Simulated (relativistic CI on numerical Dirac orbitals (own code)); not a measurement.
**d1 to d9 in one octahedral field**

Computed with a parametric ligand-field model without spin-orbit coupling, by exact diagonalisation: B = 910, C = 3970, 10Dq = 13300 cm⁻¹ (Oh; |10Dq|/B = 14.6) for every shell. Energies in cm⁻¹; the field energy is (0.6 n_e − 0.4 n_t2) × 10Dq of the ground term; g labels are left out.

```tsv
Shell	Ground term	Electrons in e	Field energy	First spin-allowed bands	Lowest term of other spin
d1	2T2	0.000	-5320	2E 13300	
d2	3T1	0.054	-9919	3T2 11878, 3T1 24105	1T2 13952
d3	4A2	0.000	-15960	4T2 13300, 4T1 20747	2E 18251
d4	5E	1.000	-7980	5T2 13300	3T1 9863
d5	6A1	2.000	0	none	4T1 18627
d6	5T2	2.000	-5320	5E 13300	1A1 6562
d7	4T1	2.054	-9919	4T2 11878, 4T1 24105	2E 5431
d8	3A2	2.000	-15960	3T2 13300, 3T1 20747	1E 14863
d9	2E	3.000	-7980	2T2 13300
```

Every shell keeps the spin of the free ion. Only d4 to d7 can choose; the field needed to pair spins is smallest for d6 and largest for d5, which loses most exchange energy. In the strong-field picture 10Dq must exceed about 6B + 5C = 25310 (d4), 7.5B + 5C = 26675 (d5), 2.5B + 4C = 18155 (d6) and 4B + 4C = 19520 (d7); mixing of terms shifts these bounds somewhat. High-spin d^(n+5) repeats the spin-allowed bands of d^n, since the half-filled shell is spherical.
